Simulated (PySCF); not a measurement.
Compound: C6H4BrN3.
SMILES: `Brc1cnc2cnccn12`

Method used: PBE0-D3(BJ)/def2-SVP geometry optimisation, gas phase (PySCF).

Masses are those of the commonest isotopes; rigid-rotor values at the optimised geometry. 

**Question.** What are A, B and C (MHz)?

**Answer.** Ia = 221.51, Ib = 789.48, Ic = 1010.99 u·Å²; 505379 MHz·u·Å²/I gives A = 2281, B = 640.1, C = 499.9 MHz.

**Question.** Classify the top.

**Answer.** An asymmetric top. Ray's parameter κ = (2B − A − C)/(A − C) = -0.843; −1 is the prolate and +1 the oblate limit.

**Question.** What does the inertial defect say?

**Answer.** Planar: Δ = Ic − Ia − Ib = 0.00 u·Å². For a rigid frame Δ = −2 Σ m c², so it vanishes when all atoms lie in the ab plane; here none is more than 0.01 Å from it.

**Question.** Which types of transition are allowed, and where do some lines up to J = 3 fall?

**Answer.** The dipole components are |μa| = 1.97 D, |μb| = 1.78 D, |μc| = 0.00 D; the mirror of this Cs structure is the ab plane, so μc vanishes by symmetry and there are no c-type lines. The squared components, which scale the intensities, stand as 1.00 : 0.81 (a : b). Some lines, for components of 0.1 D or more:

| type | branch | J(Ka,Kc) | MHz | lower level (cm⁻¹) |
| --- | --- | --- | --- | --- |
| b | R | 2(0,2) ← 1(1,1) | 630 | 0.093 |
| a | Q | 3(1,2) ← 3(1,3) | 841 | 0.271 |
| a | R | 1(0,1) ← 0(0,0) | 1140 | 0.000 |
| b | R | 3(0,3) ← 2(1,2) | 1876 | 0.164 |
| b | Q | 2(1,1) ← 2(0,2) | 1930 | 0.114 |
| b | Q | 3(1,2) ← 3(0,3) | 2170 | 0.227 |
| a | R | 2(0,2) ← 1(0,1) | 2271 | 0.038 |
| a | R | 2(1,1) ← 1(1,0) | 2420 | 0.097 |
| b | R | 1(1,1) ← 0(0,0) | 2781 | 0.000 |
| a | R | 3(2,2) ← 2(2,1) | 3420 | 0.342 |
| a | R | 3(2,1) ← 2(2,0) | 3454 | 0.343 |
| a | R | 3(1,2) ← 2(1,1) | 3625 | 0.178 |
| b | R | 2(1,2) ← 1(0,1) | 3781 | 0.038 |
| b | R | 3(1,3) ← 2(0,2) | 4714 | 0.114 |
| b | Q | 3(2,1) ← 3(1,2) | 4762 | 0.299 |
| b | Q | 2(2,1) ← 2(1,2) | 5345 | 0.164 |
| b | R | 3(2,2) ← 2(1,1) | 8344 | 0.178 |
| b | Q | 3(3,0) ← 3(2,1) | 8520 | 0.458 |
| b | Q | 3(3,1) ← 3(2,2) | 8563 | 0.457 |
| b | R | 3(3,1) ← 2(2,0) | 11974 | 0.343 |
| b | R | 3(3,0) ← 2(2,1) | 11983 | 0.342 |

**Question.** Estimate the classical rotational partition function at 50 K, 298.15 K and 500 K.

**Answer.** Point group Cs, symmetry number σ = 1; q = (√π/σ)·√((kT/h)³/(ABC)), k/h = 20836.6 MHz/K: 69800 at 50 K, 1020000 at 298.15 K, 2210000 at 500 K.

PBE0-D3(BJ)/def2-SVP frequencies: not computed here. Zero-point vibration and centrifugal distortion are left out. Quadrupole hyperfine structure (14N, 79Br) is left out.
